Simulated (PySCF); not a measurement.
# How methods differ on the excitation energy of Te⁺

Te⁺ [Kr] 4d10 5s2 5p3 (4S) → Te⁺ [Kr] 4d10 5s1 5p3 5d1 (6D), as a difference of total energies. All numbers are calculated (PySCF 2.14, the spin-free X2C one-electron Hamiltonian (Gaussian nucleus), in aug-cc-pVQZ-DK3 (9s8p6d3f2g, 102 functions)). The calculations carry no spin-orbit coupling.

```json
{"method": "UHF", "excitation energy (eV)": "15.665"}
{"method": "wB97M-V", "excitation energy (eV)": "17.819"}
{"method": "HSE06", "excitation energy (eV)": "17.761"}
{"method": "BP86", "excitation energy (eV)": "18.090"}
```

The promoted electron is Rydberg-like, and one or two diffuse shells describe it only roughly, which tends to raise the upper state.
